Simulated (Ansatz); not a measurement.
The cluster Ge₃ (the lowest singlet isomer of a short search) was relaxed with PBE-D4 (def2-TZVP, def2-TZVPD) in Ansatz in these states: charge +1 doublet, charge -1 doublet, neutral quintet, neutral singlet, neutral triplet. The geometries follow in no particular order.

A:

```xyz
3

Ge    0.4395   -1.5782    0.1852
Ge   -1.1490    0.8921   -0.7759
Ge    0.7094    0.6860    0.5907
```

B:

```xyz
3

Ge    0.9399    1.2289    0.1420
Ge    0.3047   -1.5009   -0.2610
Ge   -1.2446    0.2720    0.1191
```

C:

```xyz
3

Ge   -1.040    0.704    1.018
Ge   -0.281   -0.640   -1.458
Ge    1.321   -0.064    0.440
```

D:

```xyz
3

Ge   -1.441    0.211   -0.206
Ge    1.006   -0.137   -1.064
Ge    0.435   -0.074    1.270
```

E:

```tsv
atom	x (Å)	y (Å)	z (Å)
Ge1	-1.232	0.022	-0.709
Ge2	0.050	0.439	1.352
Ge3	1.182	-0.462	-0.642
```

Task: Judge from the bond lengths which geometry belongs to which state (an estimate).

Result: A is the neutral singlet (Ge2–Ge3 2.316 Å, Ge1–Ge3 2.316 Å); B is the charge +1 doublet (Ge2–Ge3 2.385 Å, Ge1–Ge3 2.385 Å); C is the neutral quintet (Ge2–Ge3 2.549 Å, Ge1–Ge3 2.549 Å); D is the charge -1 doublet (Ge2–Ge3 2.403 Å, Ge1–Ge3 2.403 Å); E is the neutral triplet (Ge2–Ge3 2.463 Å, Ge1–Ge3 2.463 Å).

At PBE-D4/def2-TZVP the relaxed charge 1 doublet is spin-contaminated (final ⟨S²⟩ up to 0.86, 0.75 for a pure state). At PBE-D4/def2-TZVPD the highest occupied level of the relaxed charge -1 doublet lies above zero (up to 0.27 eV). It is a level of β spin, whose loss leaves a triplet; that state wasn't run at this geometry and level. The electron is either unbound and held by the finite basis, or the level is raised by self-interaction error. At PBE0-D4/def2-TZVP a triplet lies 0.12 eV below the neutral singlet. At PBE0-D4/def2-TZVP a triplet lies 1.82 eV below the neutral quintet. These are the stationary points nearest to one start from a short search; other shapes may lie lower in each state.
